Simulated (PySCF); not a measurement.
C3H7In, SMILES [CH]([InH][CH3])=C. The structure is a stationary point at PBE-D3(BJ)/def2-SVP. The structure was generated by enumeration; whether it is a known compound was not checked. The def2 effective core potentials stand for the cores of In; spin–orbit coupling is left out. One conformer was computed; it need not be the lowest.

Computed equilibrium geometry at PBE-D3(BJ)/def2-SVP (PySCF confirms it by a frequency run) as bond lengths and angles (one conformer of several):
Atoms: In1 H2 C3 H4 H5 H6 C7 C8 H9 H10 H11. Bonds (Å): In1–H2 1.757, In1–C3 2.183, In1–C7 2.171, C3–H4 1.108, C3–H5 1.109, C3–H6 1.106, C7–C8 1.350, C7–H9 1.107, C8–H10 1.107, C8–H11 1.106. Angles (°): H2–In1–C3 122.4, H2–In1–C7 115.1, C3–In1–C7 122.6, In1–C3–H4 109.7, In1–C3–H5 109.6, In1–C3–H6 111.5, H4–C3–H5 107.8, H4–C3–H6 109.2, H5–C3–H6 109.1, In1–C7–C8 121.3, In1–C7–H9 120.9, C8–C7–H9 117.8, C7–C8–H10 122.6, C7–C8–H11 122.1, H10–C8–H11 115.3.
